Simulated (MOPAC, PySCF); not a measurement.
C$_{4}$H$_{5}$FSi, SMILES `C1[SiH](C=CC=1)F`, neutral singlet in the gas phase. 

Cartesian coordinates (Å):
SMILES: F[SiH]1C=CC=C1
```xyz
11

F     -1.4214    -1.9931     1.0467
Si    -0.8441    -1.0396    -0.1014
C     -1.0945     0.7763     0.1995
C      0.1260     1.3278     0.1599
C      1.2792     0.4092    -0.0231
C      1.0078    -0.8981    -0.1341
H     -1.4291    -1.5197    -1.3783
H     -1.9952     1.3632     0.3194
H      0.3083     2.3953     0.2522
H      2.2842     0.8215    -0.0613
H      1.7788    -1.6428    -0.2795
```
Charge 0, spin multiplicity 1.

All levels are single points at this geometry (PBE0-D3(BJ)/def2-TZVP); Pople sets use spherical d functions. Orbital energies aren't observables, and empty levels follow the basis.

PBE/6-31G* in PySCF gives HOMO (eV) = -5.72.

### Question
Estimate the HOMO (eV) from each of these levels: PBE0-D3(BJ)/def2-TZVP in PySCF; B3LYP/3-21G in PySCF; HF/6-31G* in PySCF; AM1 in MOPAC; PM3 in MOPAC.

### Answer

```tsv
level	HOMO (eV)
PBE0-D3(BJ)/def2-TZVP in PySCF	-7.08
B3LYP/3-21G in PySCF	-6.63
HF/6-31G* in PySCF	-8.98
AM1 in MOPAC	-9.74
PM3 in MOPAC	-9.39
```
